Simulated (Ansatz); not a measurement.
One change: `F[Si](F)(F)[SiH2]Cl` becomes `C=CS[Si](F)(F)F`.

Ansatz, PBE0-D4/def2-TZVP geometries, multiplicity 1. Each molecule was computed in one conformer, which needn't be the lowest.

| property | `F[Si](F)(F)[SiH2]Cl` |
| --- | --- |
| HOMO energy (PBE0/def2-TZVPP) / eV | -8.99 |
| HOMO energy (ωB97M-V/def2-TZVPP) / eV | -11.08 |
| LUMO energy (PBE0/def2-TZVPP) / eV | -1.14 |
| HOMO–LUMO gap (B3LYP/def2-TZVPP) / eV | 7.46 |
| HOMO–LUMO gap (PBE0/def2-TZVPP) / eV | 7.85 |
| size of the dipole moment (PBE/def2-TZVPP) / D | 1.65 |

Problem. Give the same properties after the change, and the shifts. (Best estimate.)

Solution. Computed: 
```csv
property,`C=CS[Si](F)(F)F`,shift
HOMO energy (PBE0/def2-TZVPP) / eV,-7.99,1.00
HOMO energy (ωB97M-V/def2-TZVPP) / eV,-10.18,0.90
LUMO energy (PBE0/def2-TZVPP) / eV,-1.03,0.11
HOMO–LUMO gap (B3LYP/def2-TZVPP) / eV,6.50,-0.96
HOMO–LUMO gap (PBE0/def2-TZVPP) / eV,6.96,-0.89
size of the dipole moment (PBE/def2-TZVPP) / D,2.27,0.62
```

With PBE0 the HOMO rises by 1.00 eV and the LUMO rises by 0.11 eV, so the gap narrows by about 0.89 eV. PBE moves the HOMO by 0.93 eV and ωB97M-V by 0.90 eV. Dipoles are sizes alone; their direction can turn.

B3LYP here is the variant with VWN-RPA as its local correlation; programs differ in this.
